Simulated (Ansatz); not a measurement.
This geometry of FH$_{5}$N$_{2}$OSi$_{2}$ (11 atoms, charge 0, multiplicity 1) is a first-order saddle point.

Theory: RKS BHLYP-D4/def2-SVP (Ansatz).

```xyz
11
Properties=species:S:1:pos:R:3
N 1.838 0.927 -0.362
Si 0.229 0.870 0.205
N -0.299 -0.579 1.026
Si -1.380 -0.921 -0.264
F -1.030 -2.236 -1.118
O -0.870 0.473 -1.014
H 1.999 0.977 -1.355
H 2.570 0.410 0.096
H -0.148 2.113 0.890
H -0.091 -1.022 1.901
H -2.818 -1.012 -0.004
```

Q: Which two structures does it join? (They come from a converged band through this point; their orientation in space is the band's.)

A: No bond is made or broken. The dihedral H8–N1–Si2–Si4 goes from -6 to 154°. The two ends are copies of one structure, up to a mirror image or an exchange of like atoms.

First end point:

```xyz
11
Properties=species:S:1:pos:R:3
N 1.831 0.864 -0.376
Si 0.186 0.841 0.020
N -0.313 -0.456 1.073
Si -1.393 -1.047 -0.122
F -1.012 -2.491 -0.715
O -0.908 0.198 -1.106
H 2.298 1.709 -0.658
H 2.338 0.037 -0.641
H -0.178 2.218 0.384
H -0.022 -0.758 1.984
H -2.827 -1.115 0.158
```

Last end point:

```xyz
11
Properties=species:S:1:pos:R:3
N 1.831 0.867 -0.376
Si 0.186 0.840 0.021
N -0.312 -0.458 1.072
Si -1.393 -1.048 -0.123
F -1.014 -2.492 -0.716
O -0.907 0.196 -1.107
H 2.339 0.041 -0.645
H 2.297 1.713 -0.655
H -0.179 2.216 0.386
H -0.022 -0.760 1.983
H -2.827 -1.115 0.158
```

Q: How far does it lie above each of them?

A: 0.243 eV above the first and 0.243 eV above the second. This is the barrier of this one path; another mechanism may lie lower.

Run time: 2.8 min on 2 threads of Arm Neoverse V1, with other jobs on the host, peak memory 0.3 GiB.
